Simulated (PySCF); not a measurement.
C₅H₆O, SMILES O=C(CC#C)C, GFN2-xTB optimised geometry.

```
12

C      2.15    -1.54    -1.27
C      1.67    -0.61    -0.69
C      1.08     0.51     0.00
C     -0.45     0.51     0.00
C     -1.08    -0.85     0.03
O     -1.07     1.54     0.00
H      2.58    -2.35    -1.78
H      1.43     1.45    -0.44
H      1.39     0.49     1.05
H     -0.92    -1.33    -0.93
H     -2.15    -0.76     0.21
H     -0.62    -1.47     0.79
```

Density from PBE0/def2-TZVP (PySCF) at that geometry.

Minimum of the electron density along straight lines between bonded atoms, close to the bond critical point (lines longer than 1.1 times the sum of covalent radii, or with two minima, are not listed):

```csv
bond,length / Å,ρ at the minimum / e bohr⁻³,∇²ρ there / e bohr⁻⁵,position (fraction from the first atom)
C1–C2,1.197,0.420,-1.21,0.48
C2–C3,1.446,0.277,-0.77,0.53
C3–C4,1.524,0.253,-0.65,0.50
C4–C5,1.503,0.264,-0.70,0.52
C4–O6,1.203,0.428,0.02,0.33
C1–H7,1.049,0.300,-1.14,0.66
C3–H8,1.093,0.278,-0.96,0.65
C3–H9,1.096,0.273,-0.92,0.65
C5–H10,1.089,0.276,-0.94,0.64
C5–H11,1.087,0.281,-0.97,0.64
C5–H12,1.087,0.277,-0.95,0.64
```
